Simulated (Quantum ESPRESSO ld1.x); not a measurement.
Neutral tungsten, configuration [Xe] 4f14 5d4 6s2.

Calculated with ld1.x of Quantum ESPRESSO 7.5: scalar-relativistic Kohn-Sham, LDA (Slater exchange, Perdew-Zunger correlation), spin-polarised, spherical densities, point nucleus; open shells are filled with parallel spins first.

Energy parts (hartree):
| part | energy |
|---|---|
| total | -16133.173 |
| kinetic | 17775.406 |
| electron-nucleus | -39901.926 |
| Hartree | 6306.724 |
| exchange-correlation | -313.377 |

Orbitals (lengths in bohr, moments of r in powers of bohr; r(max) is where P^2 peaks; r(90%) holds 90 % of the orbital's charge):
1s up: occ. 1; eigenvalue (hartree) -2551.8508; r(90%) 0.0334; r(max) 0.011; <r^2> 0.0004634; <r> 0.01835
1s down: occ. 1; eigenvalue (hartree) -2551.8508; r(90%) 0.0334; r(max) 0.011; <r^2> 0.0004634; <r> 0.01835
2s up: occ. 1; eigenvalue (hartree) -440.4802; r(90%) 0.120; r(max) 0.066; <r^2> 0.007126; <r> 0.07761
2s down: occ. 1; eigenvalue (hartree) -440.4745; r(90%) 0.120; r(max) 0.066; <r^2> 0.007126; <r> 0.07761
2p up: occ. 3; eigenvalue (hartree) -385.3522; r(90%) 0.113; r(max) 0.054; <r^2> 0.005895; <r> 0.06946
2p down: occ. 3; eigenvalue (hartree) -385.3475; r(90%) 0.113; r(max) 0.054; <r^2> 0.005895; <r> 0.06946
3s up: occ. 1; eigenvalue (hartree) -101.4182; r(90%) 0.295; r(max) 0.185; <r^2> 0.04629; <r> 0.2012
3s down: occ. 1; eigenvalue (hartree) -101.4158; r(90%) 0.295; r(max) 0.185; <r^2> 0.04629; <r> 0.2012
3p up: occ. 3; eigenvalue (hartree) -85.0963; r(90%) 0.301; r(max) 0.183; <r^2> 0.04704; <r> 0.2014
3p down: occ. 3; eigenvalue (hartree) -85.0938; r(90%) 0.301; r(max) 0.183; <r^2> 0.04704; <r> 0.2014
3d up: occ. 5; eigenvalue (hartree) -66.2950; r(90%) 0.283; r(max) 0.149; <r^2> 0.03900; <r> 0.1824
3d down: occ. 5; eigenvalue (hartree) -66.2910; r(90%) 0.283; r(max) 0.149; <r^2> 0.03900; <r> 0.1824
4s up: occ. 1; eigenvalue (hartree) -20.8904; r(90%) 0.646; r(max) 0.421; <r^2> 0.2284; <r> 0.4498
4s down: occ. 1; eigenvalue (hartree) -20.8850; r(90%) 0.646; r(max) 0.421; <r^2> 0.2284; <r> 0.4498
4p up: occ. 3; eigenvalue (hartree) -15.5344; r(90%) 0.695; r(max) 0.442; <r^2> 0.2603; <r> 0.4783
4p down: occ. 3; eigenvalue (hartree) -15.5290; r(90%) 0.695; r(max) 0.442; <r^2> 0.2603; <r> 0.4783
4d up: occ. 5; eigenvalue (hartree) -8.7471; r(90%) 0.767; r(max) 0.453; <r^2> 0.3036; <r> 0.5117
4d down: occ. 5; eigenvalue (hartree) -8.7405; r(90%) 0.767; r(max) 0.453; <r^2> 0.3032; <r> 0.5115
5s up: occ. 1; eigenvalue (hartree) -2.9268; r(90%) 1.54; r(max) 0.961; <r^2> 1.285; <r> 1.069
5s down: occ. 1; eigenvalue (hartree) -2.8768; r(90%) 1.53; r(max) 0.961; <r^2> 1.271; <r> 1.063
5p up: occ. 3; eigenvalue (hartree) -1.6140; r(90%) 1.83; r(max) 1.09; <r^2> 1.783; <r> 1.253
5p down: occ. 3; eigenvalue (hartree) -1.5497; r(90%) 1.82; r(max) 1.08; <r^2> 1.762; <r> 1.245
4f up: occ. 7; eigenvalue (hartree) -1.2244; r(90%) 1.01; r(max) 0.428; <r^2> 0.4682; <r> 0.6097
4f down: occ. 7; eigenvalue (hartree) -1.2111; r(90%) 1.00; r(max) 0.428; <r^2> 0.4607; <r> 0.6058
6s up: occ. 1; eigenvalue (hartree) -0.2343; r(90%) 4.58; r(max) 2.61; <r^2> 10.91; <r> 3.094
5d up: occ. 4; eigenvalue (hartree) -0.1976; r(90%) 3.27; r(max) 1.50; <r^2> 5.041; <r> 2.038
6s down: occ. 1; eigenvalue (hartree) -0.1886; r(90%) 4.93; r(max) 2.72; <r^2> 12.42; <r> 3.290
5d down: occ. 0; eigenvalue (hartree) -0.1258; r(90%) 3.58; r(max) 1.49; <r^2> 5.852; <r> 2.162

The highest occupied level is 6s down at -5.133 eV. The density falls to 0.001 e/bohr^3 at r = 4.77 bohr. Spin moment in Bohr magnetons: 4.
